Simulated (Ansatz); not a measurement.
Worked example: vertical energy of the triplet above the singlet of MoO3 (molybdenum trioxide)

MoO3 has 4 atoms, charge 0, and is taken as a singlet. SMILES: `[O]=[Mo](=[O])=[O]`. Geometry: relaxed at PBE0-D4/def2-TZVP.

Both states at this one shape; open shells run unrestricted unless said. 1 Eh = 27.2114 eV.

```tsv
level	program	singlet MoO3 (Eh)	triplet MoO3 (Eh)
HF/def2-SVPD (core potential)	Ansatz	-291.879235	-291.862829
revPBE/def2-SVPD (core potential)	Ansatz	-293.794939	-293.713950
B3LYP/def2-SVPD (core potential)	Ansatz	-293.784700	-293.705074
wB97X/def2-SVPD (core potential)	Ansatz	-293.676139	-293.590733
```

Q: Work out the vertical gap, second state less first, at each level.

A: 
1. HF/def2-SVPD (core potential): -291.862829 − (-291.879235) = 0.016406 Eh = 0.45 eV.
2. revPBE/def2-SVPD (core potential): -293.713950 − (-293.794939) = 0.080989 Eh = 2.20 eV.
3. B3LYP/def2-SVPD (core potential): -293.705074 − (-293.784700) = 0.079626 Eh = 2.17 eV.
4. wB97X/def2-SVPD (core potential): -293.590733 − (-293.676139) = 0.085406 Eh = 2.32 eV.

No measured value is set beside it here; the levels span 0.45 to 2.32 eV. Hartree–Fock favours the state with fewer electron pairs, since it lacks pair correlation. Spin-orbit coupling, which splits open shells on such heavy atoms by tenths of an eV, is left out. The second state is spin-contaminated at HF/def2-SVPD (core potential) (⟨S²⟩ = 2.27).
